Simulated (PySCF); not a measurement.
H2Se2Te. Atoms are numbered in the order given.

```xyz
5

Te     0.0000     0.0000    -0.9071
Se    -2.0163     0.0440     0.6693
H     -2.1222    -1.4229     0.8288
Se     2.0163    -0.0440     0.6693
H      2.1222     1.4229     0.8288
```
Charge 0, spin multiplicity 1.

Geometry: B3LYP-D3(BJ)/def2-SVP. The structure was generated by enumeration, and PubChem lists no compound with its InChIKey, so it may never have been made. The def2 effective core potentials stand for the cores of Te; spin–orbit coupling is left out. Other conformers were not sampled.

These are PySCF with TDA-M06-2X/def2-SVPD values and carry that method's errors.

Vertical excitations. The molecule is in vacuum. State labels are in the subgroup C2.

| state | symmetry | energy (eV) | λ (nm) | f | main pairs |
|---|---|---|---|---|---|
| S1 | B | 3.25 | 382 | 0.002 | HOMO→LUMO 97 % |
| S2 | A | 3.45 | 360 | 0.001 | HOMO→LUMO+1 96 % |
| S3 | B | 3.64 | 341 | 0.013 | HOMO−1→LUMO 73 %, HOMO−2→LUMO+1 23 % |
| S4 | A | 3.74 | 332 | 0.011 | HOMO−2→LUMO 61 %, HOMO−1→LUMO+1 34 % |
| S5 | A | 4.37 | 284 | 0.001 | HOMO−1→LUMO+1 62 %, HOMO−2→LUMO 36 % |
| S6 | B | 5.13 | 242 | 0.147 | HOMO−2→LUMO+1 63 %, HOMO−1→LUMO 16 %, HOMO−4→LUMO 10 % |
| S7 | B | 5.49 | 226 | 0.039 | HOMO−1→LUMO+2 68 %, HOMO−2→LUMO+3 10 % |
| S8 | A | 5.63 | 220 | 0.017 | HOMO−2→LUMO+2 55 %, HOMO−1→LUMO+3 25 % |
| S9 | B | 5.69 | 218 | 0.018 | HOMO→LUMO+2 88 % |
| S10 | A | 6.05 | 205 | 0.052 | HOMO−3→LUMO 72 %, HOMO−4→LUMO+1 18 % |
| T1 | B | 2.61 | 474 | 0 | HOMO→LUMO 97 % |
| T2 | A | 2.93 | 423 | 0 | HOMO→LUMO+1 94 % |
| T3 | B | 3.13 | 396 | 0 | HOMO−1→LUMO 84 % |
| T4 | A | 3.26 | 381 | 0 | HOMO−2→LUMO 69 %, HOMO−1→LUMO+1 25 % |
Triplets are in the Tamm–Dancoff approximation.
